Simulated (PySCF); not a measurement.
Work out the structure from these simulated measurements.

Formula: C5H9NSi.

| Property | Result |
| --- | --- |
| 13C NMR | chemical shifts (computed TMS as zero) by class: 80.6 (1 C), 65.2 (1 C), 51.7 (1 C), 36.2 (1 C), 7.6 (1 C) ppm [GIAO KT3/pcSseg-1] |
| Rotational structure | rotational constants A, B, C: 3.672, 1.686, 1.528 GHz [PBE0-D3(BJ)/def2-SVP] |
| UV, first state | lowest singlet excitation: 6.27 eV (198 nm, f = 0.011) [TDDFT wB97X-D/def2-SVPD] |
| Polarisability | 87.9 au [wB97X-D/def2-SVPD] |
| Dipole | 0.46 D [wB97X-D/def2-SVPD] |
| Triplet | lowest triplet excitation (Tamm–Dancoff): 5.40 eV [TDA wB97X-D/def2-SVPD] |
| 1H NMR | chemical shifts (computed TMS as zero) by class: 4.87 (1 H), 4.68 (1 H), 4.28 (1 H), 2.17 (1 H), 2.17 (1 H), 1.83 (1 H), 1.43 (1 H), 0.91 (1 H), 0.41 (1 H) ppm [GIAO KT3/pcSseg-1] |
| NMR, other nuclei | isotropic shieldings of nuclei other than C and H, by class: 217 (1 N), 390 (1 Si) ppm [GIAO KT3/pcSseg-1] |
| Valence photoelectron | vertical ionisation energy: 8.89 eV [ΔSCF wB97X-D/def2-SVPD] |
| UV, strongest line | among the 10 lowest singlet transitions: S8 at 7.65 eV (162 nm, f = 0.042) [TDDFT wB97X-D/def2-SVPD] |

Electronic properties: PySCF, gas phase, density fitting. Levels stand in brackets. The structure is a single PBE0-D3(BJ)/def2-SVP conformer in the gas phase; no vibrational or solvent corrections. NMR classes are plain means over equivalent atoms (diastereotopic ones count apart unless rotation or inversion swaps them), as if these changed places fast.

Question: What is the compound? Reason from the data.

Answer: Numbering: `[CH:1]#[C:2][C@H:3]1[CH2:4][CH2:5][SiH2:6][NH:7]1`. Its formula, C5H9NSi, gives 3 degrees of unsaturation: 1 ring and 2 π bonds in the structure found. 5 carbons fall into 5 classes; from least to most shielded: alkyne carbon [C2] (80.6 ppm), terminal alkyne carbon [C1] (65.2 ppm), ring sp3 carbon bound to nitrogen [C3] (51.7 ppm), ring CH2 carbon [C4] (36.2 ppm), ring sp3 carbon bound to silicon [C5] (7.6 ppm). Hydrogen classes from least to most shielded: 1 H on an SiH2 silicon, Si6 (4.87 ppm), 1 H on an SiH2 silicon, Si6 (4.68 ppm), 1 H on an sp3 carbon bound to nitrogen, C3 (4.28 ppm), 1 H on a terminal alkyne carbon, C1 (2.17 ppm), 1 H on a ring CH2 carbon, C4 (2.17 ppm), 1 H on a ring CH2 carbon, C4 (1.83 ppm), 1 H on an sp3 carbon bound to silicon, C5 (1.43 ppm), 1 H on an sp3 carbon bound to silicon, C5 (0.91 ppm), 1 H on a silicon-bound nitrogen, N7 (0.41 ppm). The other shieldings belong to: 217 ppm, silicon-bound nitrogen [N7]; 390 ppm, SiH2 silicon [Si6]. The first electron is taken from the HOMO, whose largest Löwdin shares are 0.54 on the silicon-bound nitrogen, 0.10 on the SiH2 silicon, 0.07 on the alkyne carbon and 0.06 on the sp3 carbon bound to nitrogen. The optimised geometry has point group C1 and is an asymmetric top. Structure: `C#C[C@H]1CC[SiH2]N1`. Computed isomers that give other values at the same levels: `[H]/N=C\[C@H]1C=CC[SiH2]1` (rotational constant A: 3.340 GHz; this holds for the one conformer computed); `C#C[C@@H]1CC[Si@H]1N` (13C chemical shifts (computed TMS as zero) by class: 77.9 (1 C), 62.1 (1 C), 30.9 (1 C), 25.0 (1 C), 19.0 (1 C) ppm); `C[SiH2]n1cccc1` (13C chemical shifts (computed TMS as zero) by class: 116.0 (2 C), 106.6 (2 C), -2.4 (1 C) ppm). The assignments are read from this structure; whether some other isomer fits the data as well wasn't checked. The mirror image fits equally.
